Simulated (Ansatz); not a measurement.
Molecule (SMILES): [GaH] (GaH) (closed-shell singlet).
Geometry (B3LYP-D3(BJ)/def2-TZVP, fixed):
```xyz
2

Ga     0.0000     0.0000    -0.0528
H      0.0000     0.0000     1.6363
```

Basis-set convergence of the dipole moment at PBE with Ansatz (a program for electronic structure). Dipoles come from the density behind the forces; the sign is taken along the dipole that this method gives in the largest set. All functions are spherical. The program fits the integrals of some runs and decomposes those of others, by size. No added dispersion term, no relativity. Reference: the value in aug-cc-pV5Z, 0.502 D, itself unsure by roughly 0.001 D (its mean distance from aug-pcseg-3, aug-cc-pVQZ, def2-QZVPPD). Deviations are taken from unrounded values.

```
basis       functions  dipole moment (D)  minus reference (D)
----------  ---------  -----------------  -------------------
pcseg-0            24              0.381               -0.120
cc-pVDZ            32              0.303               -0.199
pcseg-1            32              0.428               -0.074
def2-SV(P)         34              0.284               -0.218
def2-SVP           37              0.281               -0.221
def2-TZVP          54              0.478               -0.024
cc-pVTZ            57              0.428               -0.074
pcseg-2            57              0.543                0.041
def2-TZVPP         62              0.478               -0.024
cc-pVQZ            98              0.455               -0.047
pcseg-3           101              0.511                0.009
def2-QZVP         105              0.461               -0.040
def2-QZVPP        119              0.466               -0.036
cc-pV5Z           159              0.484               -0.018
pcseg-4           172              0.507                0.005
```

The smallest set listed that lies within 0.1 D of the reference with all its larger relatives (same family, alike in diffuse functions; a set with none counts only in the reference's own line) is pcseg-1 (32 functions, -0.074 D off).
